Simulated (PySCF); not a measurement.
A structure optimised at B3LYP-D3(BJ)/def2-SVP, used in a PySCF frequency run:

```xyz
12

C     -1.6530     0.0099     1.2843
C     -0.9022    -0.1449     0.0000
C     -1.6530     0.0099    -1.2843
As     1.0263     0.0696     0.0000
H     -1.9877     1.0563     1.4483
H     -2.5708    -0.6069     1.2763
H     -1.0589    -0.2813     2.1648
H     -2.5708    -0.6069    -1.2763
H     -1.9877     1.0563    -1.4483
H     -1.0589    -0.2813    -2.1648
H      1.3085    -0.9406    -1.1180
H      1.3085    -0.9406     1.1180
```
Charge 0, spin multiplicity 2.

Q: Write its SMILES, formula and point group.

A: C[C](C)[AsH2], C3H8As, Cs

Q: What are its rotational constants (standard atomic weights)?

A: 7.8289, 2.7433, 2.1246 GHz
